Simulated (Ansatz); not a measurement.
trans-CoF2(H2O)4 (CoO₄F₂H₈), relaxed as a quartet with UKS PBE-D4/def2-SVP in Ansatz, starting from the GFN2-xTB geometry. Force threshold 0.02 eV/Å.

Another isomer (quartet) lies 0.16 eV lower at PBE-D4/def2-SVP; other spin states weren't run for this one.

Start:

```xyz
15

Co    0.0026    0.0086    0.0257
F    -0.9548   -0.4501   -1.3534
F     0.9652    0.4674    1.3957
O     1.6236    1.0307   -1.5336
O    -1.5820   -1.0352    1.6017
O     1.2810   -2.0991   -0.0954
O    -1.3161    2.0957    0.0359
H     1.7888    1.8190   -1.0075
H     0.9685    1.2633   -2.1990
H    -0.9179   -1.2110    2.2758
H    -1.7110   -1.8508    1.1083
H     2.1121   -1.7108    0.1956
H     1.3098   -2.1472   -1.0558
H    -1.4847    2.1311    0.9820
H    -2.0849    1.6884   -0.3761
```

```tsv
step	energy (eV)	largest force component (eV/Å)	SCF passes
1	-51346.0329	1.886	38
2	-51346.4236	1.264	49
3	-51346.7610	0.730	45
4	-51347.0501	1.210	39
5	-51347.3220	1.140	40
6	-51347.4549	0.905	39
7	-51347.4859	0.373	38
8	-51347.5125	0.255	34
9	-51347.5273	0.046	34
10	-51347.5304	0.073	34
11	-51347.5324	0.091	34
12	-51347.5334	0.079	28
13	-51347.5337	0.016	32
```

Force components are those of the run's own axes.

End:

```csv
atom,x (Å),y (Å),z (Å)
Co1,0.0021,-0.0005,0.0009
F2,-0.9936,0.3613,-1.6913
F3,0.9931,-0.3644,1.6947
O4,1.4302,0.7395,-1.5125
O5,-1.4325,-0.7362,1.5104
O6,1.1271,-1.8216,-0.3291
O7,-1.1220,1.8217,0.3316
H8,1.6404,1.6847,-1.3929
H9,0.5274,0.7254,-1.9814
H10,-0.5309,-0.7328,1.9801
H11,-1.6500,-1.6789,1.3836
H12,1.4358,-1.5503,0.5887
H13,1.8071,-1.4452,-0.9257
H14,-1.8024,1.4468,0.9284
H15,-1.4319,1.5504,-0.5855
```

By distances, no bond broke or formed. The bond that changes most is Co1–O7, from 2.47 to 2.17 Å (atoms count from 1). A close non-bonded pair moves further: F2–H9, from 2.71 to 1.59 Å.

No frequencies were taken in this run, so the end may be a saddle point.

Hardware: 4 threads of Arm Neoverse V2 on a shared host. Wall time 50 s.
